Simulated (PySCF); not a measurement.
r2SCAN on P (phosphorus, neutral), [Ne] 3s2 3p2 3d1, one real determinant (an excited configuration). Calculation: PySCF 2.14, in dyall-av3z (19s12p3d2f, 84 functions); the spin-free X2C one-electron Hamiltonian (Gaussian nucleus).

```
cycle= 1 E= -341.734534150909  delta_E= -0.00739  |g|= 0.0137  |ddm|= 0.448
cycle= 2 E= -341.734443103371  delta_E= 9.1e-05  |g|= 0.00594  |ddm|= 0.174
cycle= 3 E= -341.734367839533  delta_E= 7.53e-05  |g|= 0.00155  |ddm|= 0.0866
cycle= 4 E= -341.73436437915  delta_E= 3.46e-06  |g|= 0.000344  |ddm|= 0.0143
cycle= 5 E= -341.73436445135  delta_E= -7.22e-08  |g|= 6.45e-05  |ddm|= 0.00274
cycle= 6 E= -341.734364453648  delta_E= -2.3e-09  |g|= 5.96e-06  |ddm|= 0.00115
cycle= 7 E= -341.734364453719  delta_E= -7.07e-11  |g|= 1.02e-06  |ddm|= 0.000144
converged SCF energy = -341.734364453719  <S^2> = 3.7525689  2S+1 = 4.0012842
```

Highest occupied orbital energy: 0.626 eV; ⟨L²⟩ = 7.95; populations by l: s 6.01, p 8.00, d 0.99, f 0.00.

Problem. Can this result be used?

Solution. Not for this state. The calculation finished and met its thresholds. ⟨L²⟩ = 7.95 against 12 for a pure F term, so this real determinant mixes terms. The outer electron is Rydberg-like, and this basis confines it to a smaller radius and binds it less than a complete one would. At r2SCAN the highest occupied level has a positive energy, so only the finite basis holds that electron; for this excited configuration the basis is too tight for the outer shell.
